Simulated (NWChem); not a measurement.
All runs are NWChem calculations. System: CF₂I, charge 0, spin multiplicity 2, at a geometry optimised with UPBE0/def2-SVP with def2 effective core potentials on I. The structure started from a generated list of species. Its SCF solution wasn't tested for a lower state. Level: UHF/def2-TZVP with def2 effective core potentials on I.

Job file:

```
start mol
memory heap 200 mb stack 900 mb global 1100 mb
geometry units angstroms nocenter noautoz
  F      1.925053    -0.076688    -1.073206
  C      1.304813     0.340704     0.000000
  F      1.925053    -0.076688     1.073206
  I     -0.801506    -0.012525     0.000000
  symmetry group Cs
end
basis spherical
  * library def2-tzvp
end
ecp
  I library def2-ecp
end
scf
  uhf
  nopen 1
  maxiter 100
  thresh 1e-7
  semidirect memsize 60000000 filesize 0
  # guess.movecs holds the orbitals of an unrestricted PBE0 run
  vectors input guess.movecs output mol.movecs
end
task scf energy
```

NWChem printed:

```
             Northwest Computational Chemistry Package (NWChem) 7.3.0
             --------------------------------------------------------

                                NWChem Input Module
                                -------------------

 Scaling coordinates for geometry "geometry" by  1.889725989
 (inverse scale =  0.529177249)

 Turning off AUTOSYM since
 SYMMETRY directive was detected!

                             Geometry "geometry" -> ""
                             -------------------------

 Output coordinates in angstroms (scale by  1.889725989 to convert to a.u.)

  No.       Tag          Charge          X              Y              Z
 ---- ---------------- ---------- -------------- -------------- --------------
    1 F                    9.0000     1.92505300    -0.07668800    -1.07320600
    2 C                    6.0000     1.30481300     0.34070400     0.00000000
    3 F                    9.0000     1.92505300    -0.07668800     1.07320600
    4 I                   53.0000    -0.80150600    -0.01252500     0.00000000

 Effective nuclear repulsion energy (a.u.)     314.7048833879

            Nuclear Dipole moment (a.u.)
            ----------------------------
        X                 Y               Z
 ---------------- ---------------- ----------------
     0.0000264562     0.0000283459     0.0000000000

      Symmetry information
      --------------------

 Group name             Cs
 Group number              2
 Group order               2
 No. of unique centers     3

      Symmetry unique atoms

     1    2    4


 Summary of "ao basis" -> "" (spherical)
 ------------------------------------------------------------------------------
       Tag                 Description            Shells   Functions and Types
 ---------------- ------------------------------  ------  ---------------------
 *                         def2-tzvp                  on all atoms

 Summary of "ao basis" -> "ao basis" (spherical)
 ------------------------------------------------------------------------------
       Tag                 Description            Shells   Functions and Types
 ---------------- ------------------------------  ------  ---------------------
 F                         def2-tzvp                11       31   5s3p2d1f
 C                         def2-tzvp                11       31   5s3p2d1f
 I                         def2-tzvp                16       50   6s5p3d2f

                                 NWChem SCF Module
                                 -----------------

  ao basis        = "ao basis"
  functions       =   143
  atoms           =     4
  alpha electrons =    25
  beta  electrons =    24
  charge          =   0.00
  wavefunction    = UHF
  use symmetry    = T
  symmetry adapt  = T

 Summary of "ao basis" -> "ao basis" (spherical)
 ------------------------------------------------------------------------------
       Tag                 Description            Shells   Functions and Types
 ---------------- ------------------------------  ------  ---------------------
 F                         def2-tzvp                11       31   5s3p2d1f
 C                         def2-tzvp                11       31   5s3p2d1f
 I                         def2-tzvp                16       50   6s5p3d2f

      Symmetry analysis of basis
      --------------------------

        a'         85
        a"         58

 Forming initial guess at       0.1s

   Symmetry analysis of molecular orbitals - initial alpha
   -------------------------------------------------------

  Numbering of irreducible representations:

     1 a'          2 a"

  Orbital symmetries:

     1 a"          2 a'          3 a'          4 a'          5 a'
     6 a'          7 a"          8 a'          9 a'         10 a"
    11 a"         12 a'         13 a'         14 a"         15 a'
    16 a'         17 a"         18 a'         19 a'         20 a"
    21 a"         22 a'         23 a'         24 a"         25 a'
    26 a'         27 a"         28 a'         29 a'         30 a'
    31 a"         32 a'         33 a'         34 a"         35 a'

   Symmetry analysis of molecular orbitals - initial beta
   ------------------------------------------------------

  Numbering of irreducible representations:

     1 a'          2 a"

  Orbital symmetries:

     1 a"          2 a'          3 a'          4 a'          5 a'
     6 a'          7 a"          8 a'          9 a'         10 a"
    11 a"         12 a'         13 a'         14 a"         15 a'
    16 a'         17 a"         18 a'         19 a'         20 a"
    21 a"         22 a'         23 a'         24 a"         25 a'
    26 a'         27 a"         28 a'         29 a'         30 a'
    31 a"         32 a'         33 a"         34 a'         35 a'

 Starting SCF solution at       0.1s

 ----------------------------------------------
         Quadratically convergent UHF

 Convergence threshold     :          1.000E-07
 Maximum no. of iterations :          100
 Integral*density screening:          1.000E-09
 ----------------------------------------------

              iter       energy          gnorm     gmax       time
             ----- ------------------- --------- --------- --------
                 1     -533.4157840035  6.72D-01  1.23D-01      1.7
                 2     -533.4422130891  1.37D-01  1.91D-02      1.9
                 3     -533.4451702425  7.60D-03  1.98D-03      2.5
                 4     -533.4452023813  8.11D-05  1.62D-05      3.9
                 5     -533.4452023840  6.00D-09  1.36D-09      6.3

       Final UHF  results
       ------------------
[...]
   103     -0.267816  4 I  px                41     -0.261895  2 C  py
    38     -0.245869  2 C  py               104      0.218246  4 I  py
   106      0.199881  4 I  px               107     -0.169629  4 I  py

 Vector   24  Occ=1.000000D+00  E=-4.007501D-01  Symmetry=a"
              MO Center= -7.6D-01, -2.9D-03, -5.8D-13, r^2= 2.0D+00
   Bfn.  Coefficient  Atom+Function         Bfn.  Coefficient  Atom+Function
  ----- ------------  ---------------      ----- ------------  ---------------
   111      0.578604  4 I  pz               105     -0.457062  4 I  pz
   108      0.357997  4 I  pz               114      0.251914  4 I  pz

 Vector   25  Occ=1.000000D+00  E=-3.803011D-01  Symmetry=a'
              MO Center= -2.8D-01,  7.0D-02, -3.2D-13, r^2= 2.9D+00
   Bfn.  Coefficient  Atom+Function         Bfn.  Coefficient  Atom+Function
  ----- ------------  ---------------      ----- ------------  ---------------
   110      0.503511  4 I  py               104     -0.394504  4 I  py
   107      0.311025  4 I  py               113      0.247483  4 I  py
    38     -0.228378  2 C  py                41     -0.227635  2 C  py
    36     -0.182594  2 C  s

 Vector   26  Occ=0.000000D+00  E= 7.370360D-02  Symmetry=a'
              MO Center= -7.1D-01,  3.5D-03, -4.0D-14, r^2= 4.3D+00
   Bfn.  Coefficient  Atom+Function         Bfn.  Coefficient  Atom+Function
  ----- ------------  ---------------      ----- ------------  ---------------
   112      1.008373  4 I  px                36     -0.708042  2 C  s
    99      0.669953  4 I  s                 43      0.399804  2 C  px
    35     -0.298115  2 C  s                 40      0.279842  2 C  px
    37      0.246570  2 C  px                44      0.231283  2 C  py
   103     -0.212828  4 I  px               106      0.193653  4 I  px

 Vector   27  Occ=0.000000D+00  E= 2.131794D-01  Symmetry=a'
              MO Center=  8.6D-01,  1.7D-01, -1.9D-14, r^2= 6.9D+00
   Bfn.  Coefficient  Atom+Function         Bfn.  Coefficient  Atom+Function
  ----- ------------  ---------------      ----- ------------  ---------------
    36      3.473282  2 C  s                  5     -1.250234  1 F  s
    67     -1.250234  3 F  s                112     -1.012431  4 I  px
    99     -0.895779  4 I  s                 44     -0.572342  2 C  py
    14     -0.383916  1 F  pz                76      0.383916  3 F  pz
    35     -0.343134  2 C  s                129     -0.289299  4 I  d  2

 Vector   28  Occ=0.000000D+00  E= 2.230443D-01  Symmetry=a"
              MO Center=  4.7D-01,  3.7D-01, -3.0D-14, r^2= 5.3D+00
   Bfn.  Coefficient  Atom+Function         Bfn.  Coefficient  Atom+Function
  ----- ------------  ---------------      ----- ------------  ---------------
    45      1.594040  2 C  pz                 5      1.035587  1 F  s
    67     -1.035587  3 F  s                114     -0.647459  4 I  pz
    42      0.405217  2 C  pz                12     -0.261163  1 F  px
    74      0.261163  3 F  px               128     -0.213250  4 I  d  1
    13      0.176575  1 F  py                75     -0.176575  3 F  py

                     UHF Final Beta Molecular Orbital Analysis
                     -----------------------------------------

 Vector   22  Occ=1.000000D+00  E=-5.252572D-01  Symmetry=a'
              MO Center=  1.8D-01,  1.0D-01, -8.1D-14, r^2= 2.8D+00
   Bfn.  Coefficient  Atom+Function         Bfn.  Coefficient  Atom+Function
  ----- ------------  ---------------      ----- ------------  ---------------
   109      0.336201  4 I  px               103     -0.299518  4 I  px
    35      0.259544  2 C  s                106      0.225208  4 I  px
    98     -0.212769  4 I  s                 40     -0.211605  2 C  px
    37     -0.209741  2 C  px                99     -0.172783  4 I  s
     6      0.169574  1 F  px                68      0.169574  3 F  px

 Vector   23  Occ=1.000000D+00  E=-4.000840D-01  Symmetry=a'
              MO Center= -7.2D-01, -4.9D-03,  1.1D-15, r^2= 2.1D+00
   Bfn.  Coefficient  Atom+Function         Bfn.  Coefficient  Atom+Function
  ----- ------------  ---------------      ----- ------------  ---------------
   110      0.548781  4 I  py               104     -0.435380  4 I  py
   107      0.339557  4 I  py               113      0.243982  4 I  py
   109     -0.152724  4 I  px

 Vector   24  Occ=1.000000D+00  E=-3.983667D-01  Symmetry=a"
              MO Center= -7.6D-01, -8.9D-03, -3.8D-15, r^2= 2.0D+00
   Bfn.  Coefficient  Atom+Function         Bfn.  Coefficient  Atom+Function
  ----- ------------  ---------------      ----- ------------  ---------------
   111      0.576921  4 I  pz               105     -0.456200  4 I  pz
   108      0.357077  4 I  pz               114      0.255517  4 I  pz

 Vector   25  Occ=0.000000D+00  E= 5.249002D-02  Symmetry=a'
              MO Center= -2.9D-01,  1.8D-01,  1.0D-13, r^2= 4.3D+00
   Bfn.  Coefficient  Atom+Function         Bfn.  Coefficient  Atom+Function
  ----- ------------  ---------------      ----- ------------  ---------------
    36      1.088400  2 C  s                112     -0.774906  4 I  px
    99     -0.581251  4 I  s                 35      0.296422  2 C  s
   109     -0.282666  4 I  px               113     -0.272656  4 I  py
    43     -0.242036  2 C  px               103      0.231501  4 I  px
    44      0.192692  2 C  py                 5     -0.185134  1 F  s

 Vector   26  Occ=0.000000D+00  E= 1.179942D-01  Symmetry=a'
              MO Center=  4.0D-01,  5.7D-01, -3.4D-12, r^2= 4.6D+00
   Bfn.  Coefficient  Atom+Function         Bfn.  Coefficient  Atom+Function
  ----- ------------  ---------------      ----- ------------  ---------------
   112      0.779708  4 I  px                44      0.546552  2 C  py
    99      0.418840  4 I  s                 43      0.324598  2 C  px
    35     -0.254683  2 C  s                 38      0.240654  2 C  py
    40      0.227366  2 C  px                41      0.211626  2 C  py
    13     -0.177654  1 F  py                37      0.178176  2 C  px

 Vector   27  Occ=0.000000D+00  E= 2.217800D-01  Symmetry=a'
              MO Center= -8.2D-02, -2.0D-02,  1.4D-12, r^2= 7.2D+00
   Bfn.  Coefficient  Atom+Function         Bfn.  Coefficient  Atom+Function
  ----- ------------  ---------------      ----- ------------  ---------------
    36      3.816725  2 C  s                112     -1.437341  4 I  px
    99     -1.393268  4 I  s                  5     -1.122477  1 F  s
    67     -1.122477  3 F  s                 44     -0.801044  2 C  py
    35     -0.534173  2 C  s                 43     -0.482110  2 C  px
   129     -0.439385  4 I  d  2              14     -0.316834  1 F  pz

 center of mass
 --------------
 x =  -0.13788939 y =  -0.00443199 z =   0.00000000

 moments of inertia (a.u.)
 ------------------
         162.122616708070          -3.460053319381           0.000000000000
          -3.460053319381        1019.839443764977           0.000000000000
           0.000000000000           0.000000000000         869.396680007858

  Mulliken analysis of the total density
  --------------------------------------

    Atom       Charge   Shell Charges
 -----------   ------   -------------------------------------------------------
    1 F    9     9.21   0.77  1.20  0.60  1.02  0.33  2.24  2.27  0.76  0.00  0.02  0.00
    2 C    6     5.61   0.86  1.12  0.51  0.66  0.06  1.03  1.01  0.09  0.05  0.18  0.03
    3 F    9     9.21   0.77  1.20  0.60  1.02  0.33  2.24  2.27  0.76  0.00  0.02  0.00
    4 I   25    24.98   0.19 -0.77  1.58  1.01  1.10  0.82 -0.49  6.44  1.32  2.77  0.94  9.23  0.77  0.05  0.01  0.00

  Mulliken analysis of the alpha density
  --------------------------------------

    Atom       Charge   Shell Charges
 -----------   ------   -------------------------------------------------------
    1 F    9     4.62   0.39  0.60  0.30  0.51  0.16  1.14  1.14  0.37  0.00  0.01  0.00
    2 C    6     3.21   0.43  0.56  0.30  0.37  0.05  0.66  0.65  0.06  0.03  0.09  0.01
    3 F    9     4.62   0.39  0.60  0.30  0.51  0.16  1.14  1.14  0.37  0.00  0.01  0.00
    4 I   25    12.56   0.09 -0.38  0.79  0.50  0.55  0.41 -0.25  3.22  0.68  1.43  0.47  4.61  0.38  0.03  0.01  0.00

   Mulliken analysis of the beta density
   -------------------------------------

    Atom       Charge   Shell Charges
 -----------   ------   -------------------------------------------------------
    1 F    9     4.59   0.39  0.60  0.30  0.51  0.17  1.10  1.13  0.40  0.00  0.01  0.00
    2 C    6     2.40   0.43  0.56  0.21  0.29  0.02  0.36  0.36  0.03  0.03  0.09  0.01
    3 F    9     4.59   0.39  0.60  0.30  0.51  0.17  1.10  1.13  0.40  0.00  0.01  0.00
    4 I   25    12.42   0.09 -0.38  0.79  0.50  0.55  0.41 -0.24  3.22  0.64  1.34  0.46  4.62  0.38  0.03  0.00  0.00

   Mulliken analysis of the spin density
   -------------------------------------

    Atom       Charge   Shell Charges
 -----------   ------   -------------------------------------------------------
    1 F    9     0.02   0.00 -0.00  0.00  0.00 -0.00  0.04  0.01 -0.03  0.00  0.00  0.00
    2 C    6     0.82   0.00 -0.01  0.08  0.08  0.03  0.30  0.29  0.03 -0.00  0.00 -0.00
    3 F    9     0.02   0.00 -0.00  0.00  0.00 -0.00  0.04  0.01 -0.03  0.00  0.00  0.00
    4 I   25     0.14   0.00 -0.00  0.00 -0.00  0.00 -0.00 -0.00  0.00  0.04  0.08  0.01 -0.00  0.00 -0.00  0.00  0.00

       Multipole analysis of the density wrt the origin
       ------------------------------------------------

     L   x y z        total         alpha         beta         nuclear
     -   - - -        -----         -----         ----         -------
     0   0 0 0      0.000000    -25.000000    -24.000000     49.000000

     1   1 0 0     -0.264048    -22.327612    -20.346010     42.409575
     1   0 1 0      0.109893     -0.813960      0.261098      0.662755
     1   0 0 1     -0.000000      0.000000     -0.000000      0.000000

     2   2 0 0    -30.633084   -185.170351   -177.501869    332.039136
     2   1 1 0      0.862822     -1.683581      1.614394      0.932009
     2   1 0 1     -0.000000     -0.000000     -0.000000      0.000000
     2   0 2 0    -31.336884    -18.538325    -15.677751      2.879192
     2   0 1 1      0.000000      0.000000      0.000000      0.000000
     2   0 0 2    -32.665913    -53.809297    -52.891493     74.034877

 Task  times  cpu:        6.3s     wall:        6.3s

 Total times  cpu:        6.4s     wall:        6.4s
```
